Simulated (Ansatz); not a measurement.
Gas-phase electronic energies from Ansatz, PBE0-D4/def2-TZVP geometries. CCSD(T)/CBS adds triple-zeta CCSD(T) − MP2 to the extrapolated MP2 energy (def2 sets, frozen cores). This one scheme is used for every species. Functionals use def2-TZVPP. One conformer a species, not always the lowest.

Reaction (ligand exchange at the Si–O bond): `O[SiH]1[SiH2]S1` + NH₃ → `N[SiH]1[SiH2]S1` + H₂O

`O[SiH]1[SiH2]S1`:

Cartesian coordinates in Å:
```
O 1.834 0.368 -1.031
Si 0.730 0.556 0.164
Si -1.078 -0.734 0.496
S -1.218 1.264 -0.347
H 1.533 -0.034 -1.849
H 1.433 1.295 1.230
H -1.459 -1.808 -0.455
H -1.775 -0.907 1.793
```

NH₃:

Z-matrix (Å, degrees):
```
N
H 1 1.013
H 1 1.013 2 107.1
H 1 1.013 2 107.1 3 -114.5
```

`N[SiH]1[SiH2]S1`:

Cartesian coordinates in Å:
```
N -1.603 -0.099 -0.905
Si 0.007 -0.487 -0.508
Si 1.299 0.720 0.869
S 0.551 -1.221 1.449
H -2.161 0.489 -0.307
H -2.169 -0.762 -1.409
H 0.543 -1.316 -1.609
H 2.775 0.825 0.756
H 0.757 1.851 1.663
```

H₂O:

Z-matrix (Å, degrees):
```
O
H 1 0.960
H 1 0.960 2 105.1
```

```
          species  B97M-V energy (Eh)
`O[SiH]1[SiH2]S1`         -1054.68316
              NH₃           -56.57145
`N[SiH]1[SiH2]S1`         -1034.80096
              H₂O           -76.43622
```

(1) Work out ΔE.

(2) What do rigid-rotor, harmonic-oscillator terms from PBE0-D4/def2-TZVP frequencies (298.15 K, 1 bar) make of the CCSD(T)/CBS value? (Estimate.)

Largest T1 diagnostic among the species: 0.014.

Answers

(1) ΔE = (-1034.80096) + (-76.43622) − (-1054.68316) − (-56.57145) = 0.01743 Eh = +10.9 kcal/mol. CCSD(T)/CBS gives +9.0 kcal/mol.

(2) Ansatz gave: ΔZPE = -0.7 kcal/mol, ΔH = +8.6 kcal/mol, ΔS = 4 J/(mol·K), ΔG = +8.3 kcal/mol.

In def2-TZVPP, CCSD(T) changes the Hartree–Fock value by −1.1 kcal/mol (the triples alone add −0.1 kcal/mol) and MP2 by −1.4 kcal/mol. The D4 term adds −0.7 kcal/mol with B3LYP and −0.4 kcal/mol with PBE0; it sums over pairs of atoms, weighted by their polarisabilities, and B3LYP, whose exchange is more repulsive, gets the larger term.

B3LYP here is the variant with VWN-RPA as its local correlation; programs differ in this.
